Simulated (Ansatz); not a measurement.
**Correcting a cheap level on molecular compounds of Ga**

The vertical ionisation energy (cation less neutral) in eV of 7 molecular compounds of Ga: x at wB97M-V/def2-TZVPP, y at CCSD(T)/def2-TZVPP. Shapes, held fixed at every level: PBE0-D4/def2-TZVP. Flexible molecules stand in one conformer, not always the lowest. Programs: Ansatz 0.2.0.

| molecule | x (eV) | y (eV) |
| --- | --- | --- |
| C4H12GaN (SMILES CC[N](C)[GaH][CH3]) | 7.99 | 8.06 |
| C2H6BrFGaN (SMILES C[N](C)[Ga]([F])[Br]) | 8.84 | 8.89 |
| GaH(SeH)F | 9.93 | 9.95 |
| C5H12ClGaO (SMILES C[CH2][Ga]([Cl])[O]C(C)C) | 9.93 | 10.03 |
| GaH(SiH3)F | 10.29 | 10.34 |
| GaSiH4BrO2 (SMILES [OH][Ga]([Br])[O][SiH3]) | 11.15 | ? |
| GaH2F (SMILES [F][GaH2]) | 11.75 | 11.86 |

Question: Fit y = c + s·x to the known rows and predict y for GaSiH4BrO2.

Answer: 
1. Means of the 6 rows: x = 9.7883, y = 9.855.
2. Σ(Δx)² = 8.2733, Σ(Δx·Δy) = 8.3578, so the slope is 8.3578/8.2733 = 1.0102.
3. Intercept: 9.855 − (1.0102) × 9.7883 = -0.033. The largest residual of the fit is 0.048.
4. GaSiH4BrO2: -0.033 + 1.0102 × 11.15 = 11.23 eV.

CCSD(T)/def2-TZVPP gives 11.21 eV, so the prediction is off by +0.02 eV, within the largest residual. Uncorrected, wB97M-V/def2-TZVPP misses GaSiH4BrO2 by -0.06 eV, and the other rows by 0.07 on average. The line removes about 65 % of this miss. Left out in turn, the other rows are missed by 0.04 eV on average. Cations run unrestricted. Relativity is left out for Br, Ga, Se. Outer-core shells of Br, Ga, Se are correlated, in sets that cover them unevenly.
